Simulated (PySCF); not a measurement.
InH2Cl, SMILES [InH2][Cl].

Coordinates come from a PBE-D3(BJ)/def2-TZVP optimisation. The def2 effective core potentials stand for the cores of In; spin–orbit coupling is left out.

These are ωB97X/def2-TZVPD in PySCF values and carry that method's errors.

Symmetry labels are those of the subgroup C2v that the program uses (full group C2v).

Computed valence orbital energies around the gap with their symmetry:
```tsv
orbital	symmetry	energy (eV)
HOMO−7	A2	-24.63
HOMO−6	B2	-24.56
HOMO−5	A1	-23.80
HOMO−4	A1	-15.15
HOMO−3	B2	-11.96
HOMO−2	A1	-11.54
HOMO−1	B1	-11.15
HOMO	B2	-10.62
LUMO	B1	-0.29
LUMO+1	A1	1.01
LUMO+2	A1	1.34
LUMO+3	A1	1.54
```
